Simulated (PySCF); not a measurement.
# F⁺ (fluorine, charge +1) across methods

[He] 2s2 2p3 3s1, high-spin 5S determinant (an excited configuration). Computed with PySCF 2.14 in aug-cc-pwCVTZ, with no relativity, point nucleus.

```json
{"method": "HSE06", "E (hartree)": "-98.2266", "mean ε 2s β (eV)": "-55.335", "mean ε 2p α (eV)": "-44.637", "mean ε 3s α (eV)": "-10.496", "Σ⟨r²⟩ (bohr²)": "15.70", "⟨S²⟩": "6.001"}
{"method": "r2SCAN0", "E (hartree)": "-98.2669", "mean ε 2s β (eV)": "-55.882", "mean ε 2p α (eV)": "-46.031", "mean ε 3s α (eV)": "-10.923", "Σ⟨r²⟩ (bohr²)": "15.77", "⟨S²⟩": "6.002"}
{"method": "LDA", "E (hartree)": "-97.6353", "mean ε 2s β (eV)": "-53.286", "mean ε 2p α (eV)": "-41.890", "mean ε 3s α (eV)": "-10.213", "Σ⟨r²⟩ (bohr²)": "15.67", "⟨S²⟩": "6.001"}
{"method": "PBE", "E (hartree)": "-98.2019", "mean ε 2s β (eV)": "-53.398", "mean ε 2p α (eV)": "-41.830", "mean ε 3s α (eV)": "-10.149", "Σ⟨r²⟩ (bohr²)": "15.71", "⟨S²⟩": "6.001"}
{"method": "PBE0", "E (hartree)": "-98.2183", "mean ε 2s β (eV)": "-55.768", "mean ε 2p α (eV)": "-45.080", "mean ε 3s α (eV)": "-10.874", "Σ⟨r²⟩ (bohr²)": "15.73", "⟨S²⟩": "6.001"}
{"method": "r2SCANh", "E (hartree)": "-98.2650", "mean ε 2s β (eV)": "-54.569", "mean ε 2p α (eV)": "-44.305", "mean ε 3s α (eV)": "-10.519", "Σ⟨r²⟩ (bohr²)": "15.79", "⟨S²⟩": "6.002"}
{"method": "r2SCAN", "E (hartree)": "-98.2637", "mean ε 2s β (eV)": "-53.695", "mean ε 2p α (eV)": "-43.156", "mean ε 3s α (eV)": "-10.250", "Σ⟨r²⟩ (bohr²)": "15.80", "⟨S²⟩": "6.002"}
{"method": "CAM-B3LYP", "E (hartree)": "-98.2709", "mean ε 2s β (eV)": "-57.659", "mean ε 2p α (eV)": "-46.386", "mean ε 3s α (eV)": "-11.886", "Σ⟨r²⟩ (bohr²)": "15.64", "⟨S²⟩": "6.001"}
{"method": "UHF", "E (hartree)": "-98.06961", "mean ε 2s β (eV)": "-60.925", "mean ε 2p α (eV)": "-54.129", "mean ε 3s α (eV)": "-12.668", "Σ⟨r²⟩ (bohr²)": "15.79", "⟨S²⟩": "6.003"}
```

The outer electron is Rydberg-like, and this basis confines it to a smaller radius and binds it less than a complete one would.
